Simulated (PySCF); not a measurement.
H2Te, SMILES [TeH2+], charge +1, multiplicity 2.

Geometry optimised at PBE0-D3(BJ)/def2-TZVPD. The def2 effective core potentials stand for the cores of Te; spin–orbit coupling is left out.

Two levels are set side by side: PBE/def2-TZVPD (PySCF) and r2SCAN/def2-TZVPD (PySCF). Same geometry, gas phase. Differences are taken from unrounded values.

```tsv
quantity	r2SCAN	PBE	PBE minus r2SCAN
α-spin orbital gap (eV)	6.32	5.60	-0.73
β-spin orbital gap (eV)	3.78	3.05	-0.73
mean polarisability (bohr³)	28.4	29.0	0.5
```

Rough cost on one machine, each run with all the roots and properties that it gave: r2SCAN against PBE within a factor of 2.
